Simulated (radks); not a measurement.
Results of a calculation; reference values are marked as such.
Question: The mean radii <r> (bohr) of the occupied orbitals of an atom or ion are listed with their occupations. Level of theory: scalar-relativistic Kohn-Sham, PBEsol, spin-polarised, spherical densities, finite nucleus; Fermi nuclear charge, rms radius of each element as measured or else 0.836 A^(1/3) + 0.57 fm (a radial shooting solver on a logarithmic mesh with Libxc functionals).

orbital  occ.      <r>
1s          2  0.05034
2s          2   0.2264
2p          6   0.1984
3s          2   0.6815
3p          6   0.7137
3d         10   0.9119
4s          2    2.642

Name the element and its charge. Open shells, if any, are filled with parallel spins first.

Answer: Z = 30, zinc, charge 0: Zn in [Ar] 3d10 4s2. The 1s radius gives Z: for a bare nucleus <r> = (2 gamma + 1)/(2Z) with gamma = sqrt(1 - (Z/c)^2), 0.04919 bohr for Z = 30, and screening makes it slightly larger (0.05034 here). The occupations add up to 30, and the charge is Z minus that.
